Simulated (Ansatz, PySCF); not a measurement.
MoF6, SMILES [F][Mo]([F])([F])([F])([F])[F], multiplicity 1.

Coordinates come from a B3LYP-D3(BJ)/def2-SVP optimisation. The multiplicity is an assumed one; no other spin state was optimised. The isomer is the one that the SMILES or the coordinates give; other isomers of the formula were not compared. The def2 effective core potentials stand for the cores of Mo; spin–orbit coupling is left out.

Vertical ionisation energy (IE) and electron affinity (EA) in eV. Rows of orbital energies are one-electron estimates. Where ΔSCF, EOM or ADC give a negative EA the extra electron is unbound and the value depends on the basis.

```csv
level,IE,EA
"−ε(HOMO), −ε(LUMO), B3LYP/def2-TZVP (PySCF)",12.50,6.06
"−ε(HOMO), −ε(LUMO), PBE/def2-TZVP (PySCF)",(withheld),(withheld)
"ΔSCF, CAM-B3LYP/def2-TZVPD (Ansatz), final states of multiplicity 2 and 2",15.47,3.95
"ΔSCF, PBE/def2-TZVPD (Ansatz), final states of multiplicity 2 and 2",13.87,2.67
```

Question: Complete the blanks. (An estimate is asked for; the answer gives what the named calculation found.)

Answer: 
- −ε(HOMO), −ε(LUMO), PBE/def2-TZVP (PySCF), IE: 10.67
- −ε(HOMO), −ε(LUMO), PBE/def2-TZVP (PySCF), EA: 6.19

Question: What vertical singlet–triplet gap does ΔSCF give with CAM-B3LYP/def2-TZVPD (Ansatz, a program for electronic structure) and with PBE/def2-TZVPD (Ansatz)? (An estimate is asked for; the answer gives what the named calculation found.)

Answer: 4.64 and 4.46 eV (triplet above singlet where positive).
